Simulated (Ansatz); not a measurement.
A run for Ansatz (a first-principles code): R-wB97X-V/def2-TZVPP on HF (SMILES F).

Ansatz 0.2 input:
```yaml
crystal:
  periodic: [false, false, false]
  atoms:
    - {symbol: F, position_ang: [-0.00000000, 0.00000000, 0.46235791]}
    - {symbol: H, position_ang: [0.00000000, -0.00000000, -0.46235791]}
basis:
  gaussian:
    orbitals: def2-TZVPP
hamiltonian:
  xc: {name: wB97X-V}
scf: {lower_state_search: off}
```

The log:

```
WARN ansatz: RAYON_NUM_THREADS=4 ignored (pool sized by the plan → 4); use --threads N
Functional definition: wB97X-V
these checks for a lower state are left out or cut short: stability, starts, cluster_reference, orbital_swaps, neighbouring_geometries, increment
integrals: 0.01 GiB planned
215 factors; their error is unknown
integrals: 0.04 GiB planned
48 factors; integrals over basis functions are off by at most 2.2e-5 eV
mean field: 0.11 GiB planned
mean field evaluation 1: about -2732.2362 eV, gradient 3.0e1 eV
mean field evaluation 2: about -2732.2670 eV, gradient 3.2e1 eV
mean field evaluation 4: about -2733.4855 eV, gradient 2.2e-1 eV
mean field evaluation 8: about -2733.4950 eV, gradient 8.7e-4 eV
mean field -2733.49504309 eV, -100.4540900039 hartree, gradient 1.1e-6 eV, S^2 0.000000; 0 other end points of the search recorded, 0 dependent functions left out
reference -2733.49504249 eV, -100.4540899820 hartree; 5, 5 occupied and 40, 40 virtual orbitals, 215 factors
Total energy: -2733.49504249 eV, -100.4540899820 hartree
Checks for a lower state left out: stability, starts, cluster_reference, orbital_swaps, neighbouring_geometries, increment
```

The run converged.

Cost: around 0.4 core-seconds (rough).
